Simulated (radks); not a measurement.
Task: Species: Rh2+. Configuration: [Kr] 4d7. Method: Dirac Kohn-Sham, LDA (Slater exchange, VWN5 correlation), spin-unpolarised, spherical densities, finite nucleus; open shells fill j = l - 1/2 first; Fermi nuclear charge, rms radius 4.4945 fm; computed with a radial shooting solver on a logarithmic mesh with Libxc functionals. Some entries of the table are withheld. Estimate them.

| orbital | occ. | eigenvalue (Ry) | <r> (bohr) |
|---|---|---|---|
| 1s1/2 | 2 | -1691.694 | 0.03266 |
| 2s1/2 | 2 | -246.5891 | 0.1417 |
| 2p1/2 | 2 | -228.5776 | 0.1204 |
| 2p3/2 | 4 | -217.9654 | 0.1252 |
| 3s1/2 | 2 | -45.30249 | 0.3912 |
| 3p1/2 | 2 | (1) | (2) |
| 3p3/2 | 4 | (3) | (4) |
| 3d3/2 | 4 | -23.87054 | (5) |
| 3d5/2 | 6 | -23.50991 | (6) |
| 4s1/2 | 2 | -7.60040 | (7) |
| 4p1/2 | 2 | -5.44142 | 1.054 |
| 4p3/2 | 4 | -5.14750 | 1.084 |
| 4d3/2 | 4 | -1.92611 | 1.438 |
| 4d5/2 | 3 | -1.89312 | 1.455 |

Result: 
(1) 3p1/2 eigenvalue (Ry): -38.24472
(2) 3p1/2 <r> (bohr): 0.3835
(3) 3p3/2 eigenvalue (Ry): -36.41819
(4) 3p3/2 <r> (bohr): 0.3943
(5) 3d3/2 <r> (bohr): 0.3686
(6) 3d5/2 <r> (bohr): 0.3721
(7) 4s1/2 <r> (bohr): 0.9768
